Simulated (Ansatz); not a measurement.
## A barrier at the coupled-cluster level

Start structure (Si$_{2}$H$_{7}$SF, singlet), relaxed at PBE0-D4/def2-TZVP:

```
atom    x (Å)    y (Å)    z (Å)
 Si1  -1.3600  -0.1549  -0.3426
  F2  -0.8252  -1.6549  -0.5963
  H3  -1.1940   0.6111  -1.6024
  H4  -2.8112  -0.2657  -0.0349
 Si5  -0.2256   0.8220   1.4586
  H6   1.4031  -1.4929  -1.7164
  S7   2.1400  -0.3887  -1.9139
  H8  -0.5118   0.0655   2.7072
  H9   1.2423   0.8611   1.2394
 H10  -0.7338   2.2124   1.6171
 H11   2.8760  -0.6151  -0.8156
```

The step: Si₂H₅F ([F][SiH2][SiH3]) + H₂S → Si₂H₆S ([SiH3][SiH2][SH]) + HF; bonds formed: Si1–S7, F2–H6; bonds broken: Si1–F2, H6–S7. Program: Ansatz 0.2.0. Basis: def2-TZVPP and def2-QZVPP. Cores are frozen in the correlated methods. Extrapolation: Hartree–Fock as exp(−7.88 √X), correlation as X^−2.97. Energies below are by CCSD(T) at an estimated basis limit (MP2 extrapolated from triple and quadruple zeta, plus CCSD(T) − MP2 in triple zeta).

Problem. What are the electronic barrier and the energy of the step, from the start structure to the end structure? (Judge from chemistry; the value comes from the calculation.)

Solution. The calculation gives: Barrier 184.7 kJ/mol; step energy 49.3 kJ/mol (uphill); reverse barrier, their difference, 135.4 kJ/mol. Barrier and step energy count from the start structure, the reverse barrier from the end structure.

The saddle point: One imaginary mode of 772i cm⁻¹.
| pair | start (Å) | saddle (Å) | end (Å) |
| --- | --- | --- | --- |
| Si1–S7 | 3.84 | 2.40 | 2.17 |
| F2–H6 | 2.50 | 1.31 | 0.94 |
| Si1–F2 | 1.61 | 1.94 | 3.70 |
| H6–S7 | 1.34 | 1.49 | 2.17 |

Zero-point energy (harmonic, PBE0-D4): ZPE is 159.5 kJ/mol at the start and 157.0 kJ/mol at the saddle, so the barrier goes from 184.7 to 182.1 kJ/mol.

The T1 diagnostic stays at or below 0.014.

Labels in which every atom is bracketed show which atoms are joined, not bond orders.

For scale, one of the runs: CCSD(T)/def2-TZVPP, 255 basis functions, launched by `ansatz run in.yaml --threads 4 --pin off --events-out ev --progress --plain --max-ram 9574MiB`. Time: 2.2 min of wall clock on 4 CPU threads of an Arm Neoverse V1; the host was shared. Peak host memory: 5.2 GiB.
